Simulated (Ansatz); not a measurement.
`B[SiH]([SiH3])[SiH3]` + H₂ → `B[SiH2][SiH3]` + SiH₄  (hydrogenolysis of the Si–Si bond)

Calculated with Ansatz (gas phase, PBE0-D4/def2-TZVP geometries, no zero-point term in ΔE). CBS: MP2 limit from def2 TZ/QZ plus the TZ coupled-cluster correction, frozen cores. This one scheme is used for every species. Functionals use def2-TZVPP.

Task: Is it downhill or uphill in electronic energy at CCSD(T)/CBS, and by how much? (Estimate.)

Result: The calculation gave: Downhill: ΔE = -1.3 kcal/mol.

Task: What do these levels give: BLYP-D4, B97M-V, CAM-B3LYP-D4, B2PLYP, PBE, CAM-B3LYP, LC-ωPBE, HF/def2-SVP, HF/def2-TZVPP, CCSD(T)/def2-TZVPP, HF/def2-QZVPP, MP2/CBS(def2)? (Best estimate.)

Result: Ansatz gave: BLYP-D4 -0.7, B97M-V -1.2, CAM-B3LYP-D4 -3.8, B2PLYP -3.7, PBE 0.0, CAM-B3LYP -5.7, LC-ωPBE -2.6, HF/def2-SVP -10.3, HF/def2-TZVPP -10.0, CCSD(T)/def2-TZVPP -2.2, HF/def2-QZVPP -10.1, MP2/CBS(def2) -0.5 kcal/mol.

Largest T1 diagnostic among the species: 0.015.

At CCSD(T), def2-SVP lies −2.8 kcal/mol from the extrapolated value and def2-TZVPP −0.9 kcal/mol. From r2SCAN to r2SCAN0 (25 % exact exchange), in def2-TZVPP and without D4, ΔE moves by −1.0 kcal/mol. The D4 term adds +3.1 kcal/mol with B3LYP and +1.8 kcal/mol with PBE0; it sums over pairs of atoms, weighted by their polarisabilities, and B3LYP, whose exchange is more repulsive, gets the larger term.

B3LYP here is the variant with VWN-RPA as its local correlation; programs differ in this.
